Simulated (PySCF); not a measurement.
C2H7NSi2, singlet, at a GFN2-xTB geometry; PySCF with B3LYP/6-31+G*, polarisability.

PySCF was given this input:
```python
from pyscf import gto, scf, dft
from pyscf.prop import polarizability

mol = gto.Mole()
mol.atom = '''
    Si    2.897459    0.484579    0.001538
    C     1.097694    0.093189    0.145583
    C    -0.080653   -0.169505    0.249590
    Si   -1.898907   -0.546918    0.365931
    N    -2.848877    0.098577   -0.921685
    H     3.050454    1.640386   -0.888611
    H     3.415821    0.795627    1.336870
    H     3.584650   -0.683168   -0.558460
    H    -2.067418   -1.999045    0.290126
    H    -2.415389    0.074832    1.586391
    H    -2.738532   -0.284735   -1.846584
    H    -2.969415    1.096690   -0.983547
'''
mol.basis = '6-31+g*'
mol.charge = 0
mol.spin = 0
mol.verbose = 4
mol.build()

mf = dft.RKS(mol)
mf.xc = 'b3lyp'
mf.kernel()
alpha = mf.Polarizability().polarizability()[2, 2]
print('alpha_zz =', alpha)
```

Task: What does PySCF print? Leave out banner, timings and long lists.

Result: 
```
site-packages/pyscf/prop/efg/rhf.py:45: UserWarning: Module EFG is under testing
  warnings.warn('Module EFG is under testing')
site-packages/pyscf/prop/efg/dhf.py:30: UserWarning: Module EFG is under testing
  warnings.warn('Module EFG is under testing')
site-packages/pyscf/prop/zfs/uhf.py:40: UserWarning: Module ZFS is under testing
  warnings.warn('Module ZFS is under testing')
site-packages/pyscf/prop/gtensor/uhf.py:43: UserWarning: Module g-tensor is under testing
  warnings.warn('Module g-tensor is under testing')
site-packages/pyscf/prop/gtensor/uks.py:41: UserWarning: Module g-tensor is under testing
  warnings.warn('Module g-tensor is under testing')
site-packages/pyscf/prop/hfc/uks.py:35: UserWarning: Module HFC is under testing
  warnings.warn('Module HFC is under testing')
site-packages/pyscf/prop/magnetizability/rhf.py:39: UserWarning: Module magnetizability is under testing
  warnings.warn('Module magnetizability is under testing')
site-packages/pyscf/prop/magnetizability/uhf.py:37: UserWarning: Module magnetizability is under testing
  warnings.warn('Module magnetizability is under testing')
site-packages/pyscf/prop/magnetizability/rks.py:37: UserWarning: Module magnetizability is under testing
  warnings.warn('Module magnetizability is under testing')
site-packages/pyscf/prop/magnetizability/uks.py:39: UserWarning: Module magnetizability is under testing
  warnings.warn('Module magnetizability is under testing')
site-packages/pyscf/prop/polarizability/uhf.py:34: UserWarning: Module polarizability is under testing
  warnings.warn('Module polarizability is under testing')
site-packages/pyscf/prop/polarizability/rks.py:29: UserWarning: Module polarizability is under testing
  warnings.warn('Module polarizability is under testing')
site-packages/pyscf/prop/polarizability/uks.py:29: UserWarning: Module polarizability is under testing
  warnings.warn('Module polarizability is under testing')
PySCF version 2.14.0

[INPUT] verbose = 4
[INPUT] num. atoms = 12
[INPUT] num. electrons = 54
[INPUT] charge = 0
[INPUT] spin (= nelec alpha-beta = 2S) = 0
[INPUT] symmetry False subgroup None
[INPUT] Mole.unit = angstrom
[INPUT] Symbol           X                Y                Z      unit          X                Y                Z       unit  Magmom
[...]
nuclear repulsion = 234.425067547372
number of shells = 58
number of NR pGTOs = 231
number of NR cGTOs = 112
basis = 6-31+g*
ecp = {}

******** <class 'pyscf.dft.rks.RKS'> ********
method = RKS
initial guess = minao
damping factor = 0
level_shift factor = 0
DIIS = <class 'pyscf.scf.diis.CDIIS'>
diis_start_cycle = 1
diis_space = 8
diis_damp = 0
SCF conv_tol = 1e-09
SCF conv_tol_grad = None
SCF max_cycles = 50
direct_scf = True
direct_scf_tol = 1e-13
XC library pyscf.dft.libxc version 7.1.2
    S. Lehtola, C. Steigemann, M. J. T. Oliveira, and M. A. L. Marques,  SoftwareX 7, 1–5 (2018)
XC functionals = b3lyp
    P. J. Stephens, F. J. Devlin, C. F. Chabalowski, and M. J. Frisch,  J. Phys. Chem. 98, 11623 (1994)
radial grids:
    Treutler-Ahlrichs [JCP 102, 346 (1995); DOI:10.1063/1.469408] (M4) radial grids

becke partition: Becke, JCP 88, 2547 (1988); DOI:10.1063/1.454033
pruning grids: <function nwchem_prune>
grids dens level: 3
symmetrized grids: False
atomic radii adjust function: <function treutler_atomic_radii_adjust>
small_rho_cutoff = 0
Set gradient conv threshold to 3.16228e-05
Initial guess from minao.
tot grids = 149160
init E= -714.333053208104
[...]
cycle= 1 E= -714.067320437043  delta_E= 0.266  |g|= 0.537  |ddm|=   20
[...]
cycle= 2 E= -714.008092607417  delta_E= 0.0592  |g|= 0.722  |ddm|=   20
[...]
cycle= 3 E= -714.138130209979  delta_E= -0.13  |g|= 0.0722  |ddm|= 8.74
[...]
cycle= 4 E= -714.139096497613  delta_E= -0.000966  |g|= 0.0349  |ddm|= 0.876
[...]
cycle= 5 E= -714.139398430619  delta_E= -0.000302  |g|= 0.0131  |ddm|= 0.353
[...]
cycle= 6 E= -714.13943482757  delta_E= -3.64e-05  |g|= 0.00602  |ddm|= 0.169
[...]
cycle= 7 E= -714.139444861394  delta_E= -1e-05  |g|= 0.000346  |ddm|= 0.0392
[...]
cycle= 8 E= -714.139444901161  delta_E= -3.98e-08  |g|= 6.46e-05  |ddm|= 0.00183
[...]
cycle= 9 E= -714.139444902384  delta_E= -1.22e-09  |g|= 9.02e-06  |ddm|= 0.00111
[...]
cycle= 10 E= -714.139444902406  delta_E= -2.27e-11  |g|= 2e-06  |ddm|= 0.000101
[...]
Extra cycle  E= -714.139444902409  delta_E= -2.96e-12  |g|= 2.18e-06  |ddm|= 2.77e-05
converged SCF energy = -714.139444902409
Isotropic polarizability 79.9457188453
Polarizability anisotropy 52.2082260914
alpha_zz = 62.27214541109455
```
